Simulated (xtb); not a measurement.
A run for xtb: GFN2-xTB on C2H6InN (SMILES C=[CH][InH][NH2]), a point of a torsion scan.

```
$ xtb mol.xyz --gfn 2 --sp --chrg 0 --uhf 0
10

C     -1.73577870    -0.72560341     0.35698773
C     -1.37769623     0.47214911    -0.06728510
In     0.76316370     0.96961723    -0.41478322
N      2.35149627    -0.28543049     0.00057088
H     -1.00348188    -1.50216722     0.55713220
H     -2.76803415    -1.00787919     0.53045819
H     -2.12545192     1.23179303    -0.26061882
H      1.20000270     2.52611267    -1.05285538
H      2.60303484    -0.88389376    -0.78196570
H      2.13133583    -0.92267886     0.76383036
```

**Question.** Give the final energy of this run.

**Answer.** -11.3788 hartree.
